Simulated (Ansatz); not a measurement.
## Worked example: C3H7Cl + C4H9I → C3H7I + C4H9Cl

Species: C3H7Cl (1-chloropropane) `CCCCl`, singlet; C4H9I (tert-butyl iodide) `CC(C)(C)I`, singlet; C3H7I `CCCI`, singlet; C4H9Cl (2-chloro-2-methylpropane) `CC(C)(C)Cl`, singlet. The partners trade Cl for I; both sit on C, so the bond types are kept.

Shapes, held fixed at every level: PBE0-D4/def2-TZVP. Flexible molecules stand in one conformer, not always the lowest. Programs: Ansatz 0.2.0. Electronic energies: no zero-point or thermal term.

At CCSD(T)/def2-TZVPP; 1 Eh = 2625.50 kJ/mol:

| species | energy (Eh) |
| --- | --- |
| C3H7Cl | -578.044631 |
| C4H9I | -454.705305 |
| C3H7I | -415.458076 |
| C4H9Cl | -617.294355 |

Task: Work out ΔE of the reaction at this level.

Result: 
1. Products less reactants: (-415.458076) + (-617.294355) − [(-578.044631) + (-454.705305)] = -0.002495 Eh = -6.6 kJ/mol.

Other levels give -8.4 (wB97M-V/def2-TZVPP) to -4.5 kJ/mol (MP2/def2-TZVPP). No measured value is set beside it here. For atoms past krypton def2 sets carry core potentials with scalar relativity. Outer-core shells of I are correlated, in sets that cover them unevenly.
